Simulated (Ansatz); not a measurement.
Job for Ansatz (a first-principles code): FCI/def2-SVP on KH, a point of a bond scan (R = 2.039 Å).

Ansatz 0.2 input:
```yaml
crystal:
  periodic: [false, false, false]
  atoms:
    - {symbol: K, position_ang: [-0.00000000, -0.00000000, -0.11326949]}
    - {symbol: H, position_ang: [0.00000000, 0.00000000, 1.92558133]}
basis:
  gaussian:
    orbitals: def2-SVP
magnetization: {spin_polarized: false}
correlation: {method: fci, electrons: outside_noble_gas}
```

The log:

```
WARN ansatz: RAYON_NUM_THREADS=2 ignored (pool sized by the plan → 2); use --threads N
Functional definition: HF
integrals: 0.01 GiB planned
474 factors; integrals over basis functions are off by at most 9.7e-8 eV
mean field: 0.06 GiB planned
mean field evaluation 1: about -16315.4793 eV, gradient 9.8e0 eV
mean field evaluation 2: about -16315.4802 eV, gradient 9.8e0 eV
mean field evaluation 4: about -16315.8959 eV, gradient 2.2e-1 eV
mean field evaluation 8: about -16315.8963 eV, gradient 1.4e-6 eV
mean field -16315.89631714 eV, -599.5981303432 hartree, gradient 8.8e-6 eV, S^2 0.000000; 0 other end points of the search recorded, 0 dependent functions left out
9 core orbitals not correlated
reference -16315.89631714 eV, -599.5981303432 hartree; 1, 1 occupied and 19, 19 virtual orbitals, 474 factors
configuration interaction: 0.01 GiB planned
state -16316.63537071 eV, -599.6252900607 hartree
Total energy: -16316.63537071 eV, -599.6252900607 hartree
```

The run converged.

Cost: roughly 0.5 core-seconds.
